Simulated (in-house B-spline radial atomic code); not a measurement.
K⁻. Computed with a B-spline radial atomic code. Model: all-electron spherical atom, spin shells full or empty, radial basis limit, no spin-orbit coupling: exact exchange with a local potential (Slater, KLI or optimised effective potential, whose far tail is KLI's), no correlation.

Anion configuration assumed.

The run also made RPA and GW results, which its time includes.

The Slater potential averages the orbital exchange potentials with the orbital densities as weights, KLI adds orbital constants, and the optimised effective potential minimises the exact-exchange energy among local potentials. So their energies lie above Hartree-Fock in the order OEP, KLI, Slater. All fall off as −1/r, unlike LDA and GGA exchange.

Command:
```bash
python run_gw.py task.json out
```
Settings (lengths in bohr, energies in hartree):
```
Z                      19
electrons              20
configuration          [Ar] 4s2
hamiltonian            nr
method                 slater
lmax                   9
spin_polarised         False
box_radius             60
intervals              78
ion_configuration      [Ar] 4s1
```

Time taken, with all properties: 12 s on 1 thread of Arm Neoverse N1, with other jobs on the host.

Given: hamiltonian non-relativistic; mean-field start Slater potential.

Computed: energy above Hartree-Fock 153.94 millihartree; virial ratio -E/T less 1 -0.018888.

```
radius (bohr)  r times exchange potential (hartree bohr)
      0.00263                                  -0.050609
      0.00336                                  -0.064591
      0.00428                                  -0.082148
      0.00546                                   -0.10454
      0.00696                                   -0.13275
      0.00888                                   -0.16835
       0.0113                                   -0.21229
       0.0144                                   -0.26677
       0.0184                                   -0.33372
       0.0235                                   -0.41309
         0.03                                   -0.50402
       0.0382                                    -0.6024
       0.0488                                   -0.70403
       0.0622                                   -0.79574
       0.0793                                   -0.86219
        0.101                                   -0.88375
        0.129                                          ?
        0.165                                   -0.90076
         0.21                                    -1.0337
        0.268                                    -1.2107
        0.341                                    -1.3531
        0.435                                    -1.4095
        0.555                                    -1.3112
        0.708                                    -1.0872
        0.903                                    -1.1414
         1.15                                    -1.3178
         1.47                                    -1.4211
         1.87                                    -1.4006
         2.39                                    -1.2222
         3.05                                   -0.90425
         3.89                                   -0.79134
         4.96                                          ?
         6.33                                   -0.91315
         8.07                                   -0.95902
         10.3                                   -0.98416
         13.1                                   -0.99507
         16.7                                   -0.99886
```

(1) What belongs in the row 0.129?

(2) What belongs in the row 4.96?

| occupied | level (hartree) | Hartree-Fock level (hartree) |
| --- | --- | --- |
| 1s | -131.66 | -133.41 |
| 2s | -13.711 | -14.37 |
| 2p | ? | ? |
| 3s | -1.3787 | -1.6292 |
| 3p | -0.77827 | -0.83475 |
| 4s | -0.015756 | -0.01032 |

(3) What belongs in the row 2p?

Results:

(1) r times exchange potential (hartree bohr): -0.86804.

(2) r times exchange potential (hartree bohr): -0.84631.

(3) level (hartree): -11.16; Hartree-Fock level (hartree): -11.4.

The highest level, 4s, differs from Hartree-Fock by -0.15 eV and the deepest, 1s, by +47.7 eV: the Slater potential lacks the response part and is deeper than the optimised one throughout, so the top level comes too deep.
